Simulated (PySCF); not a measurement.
SnH2Cl2, optimised at PBE0/def2-TZVP:

```xyz
5

Sn    -0.0141     0.0338     0.0235
Cl    -0.0154     0.8988    -2.1260
Cl    -0.0235    -2.2737    -0.1856
H      1.4462     0.4804     0.7599
H     -1.4676     0.4918     0.7664
```

Method: PySCF energies (xtb for GFN2) plus ideal-gas RRHO corrections (1 bar). All species are closed-shell singlets. Sn: scalar-relativistic def2 core potential, no spin-orbit coupling. SnH2Cl2: computed as isolated molecules; such fragments, hydroxides, amides, oligomers or adducts are transient or little studied in the gas.

**Question.** List the harmonic frequencies (cm⁻¹, unscaled) at this level and at the other levels, each on its own geometry.

**Answer.** 
- PBE0/def2-TZVP: 113, 378, 381, 421, 510, 640, 673, 1984, 1998
- GFN2-xTB: 104, 311, 327, 332, 417, 513, 637, 1382, 1567
- PBE/def2-SVP: 110, 360, 371, 404, 496, 628, 645, 1871, 1898
